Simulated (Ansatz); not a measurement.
Consider the ligand exchange at the Si–S bond: `FCS[SiH3]` + `[OH][Ga]([OH])[OH]` → `[OH][Ga]([OH])[O][SiH3]` + `FCS`.

Calculated with Ansatz (gas phase, PBE0-D4/def2-TZVP geometries, no zero-point term in ΔE). CBS: MP2 limit from def2 TZ/QZ plus the TZ coupled-cluster correction, frozen cores. DFT in def2-TZVPP. For Ga outer-core shells are correlated without core-valence functions, which leaves a few kJ/mol of doubt a bond. Scalar relativity is left out up to krypton. Each species was taken in one conformer, which may not be the lowest.

`FCS[SiH3]`:

Z-matrix (Å, degrees):
```
C
S 1 1.802
F 1 1.373 2 112.7
H 1 1.092 2 106.5 3 118.9
H 1 1.092 2 110.6 3 -121.1
Si 2 2.139 1 99.5 3 71.8
H 6 1.483 2 112.5 1 -73.7
H 6 1.487 2 108.8 1 47.4
H 6 1.483 2 105.6 1 166.5
```

`[OH][Ga]([OH])[OH]`:

```xyz
7

O    -1.198   -1.274   -0.298
Ga    0.000    0.000    0.000
O     0.803    0.111    1.578
O     0.395    1.163   -1.280
H    -1.337   -1.847    0.459
H     1.432    0.834    1.633
H    -0.095    1.014   -2.091
```

`[OH][Ga]([OH])[O][SiH3]`:

Cartesian coordinates in Å:
```
O -1.039 1.425 -1.391
Ga 0.465 0.906 -0.618
O 1.994 1.742 -0.934
O 0.430 -0.473 0.485
Si -0.666 -1.533 1.077
H -0.927 2.180 -1.974
H 2.736 1.365 -0.455
H 0.037 -2.449 2.013
H -1.751 -0.829 1.813
H -1.279 -2.335 -0.016
```

`FCS`:

Z-matrix (Å, degrees):
```
C
S 1 1.789
F 1 1.375 2 113.1
H 1 1.090 2 110.8 3 121.5
H 1 1.092 2 106.3 3 -118.9
H 2 1.342 1 96.6 3 -76.4
```

Question: Is it downhill or uphill in electronic energy at CCSD(T)/CBS, and by how much? (An estimate is asked.)

Answer: Computed: Downhill: ΔE = -46.2 kJ/mol.

Question: What do these levels give: ωB97X-V, PBE, PBE0, MP2/def2-TZVPP, HF/def2-QZVPP, CCSD/CBS(def2)? (Estimate.)

Answer: The calculation gave: ωB97X-V -46.6, PBE -31.3, PBE0 -37.5, MP2/def2-TZVPP -47.9, HF/def2-QZVPP -72.4, CCSD/CBS(def2) -50.0 kJ/mol.

Largest T1 diagnostic among the species: 0.014.

In def2-TZVPP, CCSD(T) changes the Hartree–Fock value by +20.1 kJ/mol (the triples alone add +3.7 kJ/mol) and MP2 by +22.6 kJ/mol. From PBE to PBE0 (25 % exact exchange), in def2-TZVPP and without D4, ΔE moves by −6.2 kJ/mol.
